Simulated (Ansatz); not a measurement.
`Brc1cccc2cc3ccccc3cc12` with charge +1. Charge 1, multiplicity 2. Geometry PBE0-D4/def2-SVP, that of the neutral singlet.

```xyz
24

Br    2.5543    0.4912    3.2263
C     1.0939    1.2511    2.2995
C     0.5705    2.4276    2.7641
C    -0.5275    3.0327    2.0969
C    -1.0722    2.4496    0.9871
C    -0.5511    1.2243    0.4768
C    -1.0988    0.6173   -0.6576
C    -0.5986   -0.5830   -1.1687
C    -1.1508   -1.2096   -2.3257
C    -0.6349   -2.3857   -2.7983
C     0.4649   -3.0067   -2.1422
C     1.0215   -2.4359   -1.0297
C     0.5132   -1.2101   -0.5050
C     1.0647   -0.6072    0.6299
C     0.5648    0.5930    1.1409
H     1.0002    2.8988    3.6491
H    -0.9296    3.9714    2.4843
H    -1.9168    2.9124    0.4711
H    -1.9438    1.0993   -1.1572
H    -1.9955   -0.7307   -2.8276
H    -1.0664   -2.8558   -3.6852
H     0.8637   -3.9455   -2.5338
H     1.8660   -2.9103   -0.5236
H     1.9083   -1.0883    1.1286
```

(1) Estimate the α-spin orbital energies around the gap (eV) in Ansatz with PBE-D4/def2-SVP, PBE0-D4/def2-SVP.

Results:

(1) 
| orbital | PBE-D4/def2-SVP | PBE0-D4/def2-SVP |
| --- | --- | --- |
| HOMO−5 | -12.11 | -13.42 |
| HOMO−4 | -11.48 | -12.72 |
| HOMO−3 | -10.78 | -12.05 |
| HOMO−2 | -10.59 | -11.53 |
| HOMO−1 | -10.43 | -11.47 |
| HOMO | -9.55 | -10.50 |
| LUMO | -7.21 | -6.63 |
| LUMO+1 | -5.76 | -4.98 |
| LUMO+2 | -5.44 | -4.54 |
| LUMO+3 | -4.61 | -3.64 |
| LUMO+4 | -4.58 | -3.45 |
| LUMO+5 | -3.92 | -2.82 |
| β HOMO | -10.23 | -11.05 |
| β LUMO | -9.18 | -8.71 |
